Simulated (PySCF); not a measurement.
Bond stretch in SMILES F[SiH3]. The Si1–H5 bond (Si1 also carries F, H, H; H5 carries nothing else) is pulled apart rigidly from the PBE0/def2-TZVP optimised geometry. Each curve is given relative to its own lowest point near equilibrium.

```csv
R / Å,A,B,C,D
1.18,31.8,28.0,31.7,32.9
1.27,13.7,9.7,13.6,14.0
1.32,7.5,4.0,7.4,7.5
1.39,2.3,0.2,2.2,2.1
1.45,0.3,0.0,0.3,0.2
1.48,0.0,0.8,0.0,0.0
1.52,0.2,2.6,0.2,0.3
1.56,1.0,5.2,1.1,1.3
1.63,3.6,11.3,3.7,4.1
1.72,8.4,21.3,8.6,9.4
1.83,15.9,35.9,16.1,17.4
1.99,27.9,59.3,28.4,30.3
2.23,45.9,83.7,47.0,50.0
2.44,59.7,94.5,61.7,65.9
2.64,70.3,100.0,73.3,79.5
2.96,82.0,104.0,85.8,97.5
3.23,87.2,105.3,90.8,109.2
3.63,89.8,106.0,93.3,120.8
3.95,89.4,106.1,93.9,125.2
4.39,87.8,106.2,94.1,125.3
5.18,85.6,106.2,94.3,113.4
```

Energies in kcal/mol.

Problem. Match the curves with the methods CCSD(T) on RHF/cc-pVDZ, 6 core orbitals frozen run with PySCF; restricted MP2 (frozen core)/6-31G*, spherical d (PySCF 2.14.0); CCSD on UHF/cc-pVDZ, 6 core orbitals frozen (PySCF); unrestricted Hartree-Fock/STO-3G in PySCF.

Solution. A is RCCSD(T); B is UHF/STO-3G; C is UCCSD; D is RMP2/6-31G*.

The T1 diagnostic of CCSD on the restricted reference of RCCSD(T) exceeds 0.045 at 3.63 to 5.18 Å. The unrestricted determinant behind UHF/STO-3G is spin-contaminated at 1.99 to 5.18 Å (<S²> up to 1.0, against 0.00 for a pure singlet). The unrestricted determinant behind UCCSD is spin-contaminated at 2.23 to 5.18 Å (<S²> up to 1.0, against 0.00 for a pure singlet). The restricted form behind RMP2/6-31G* keeps the bonding electrons paired and can't separate into open-shell fragments.
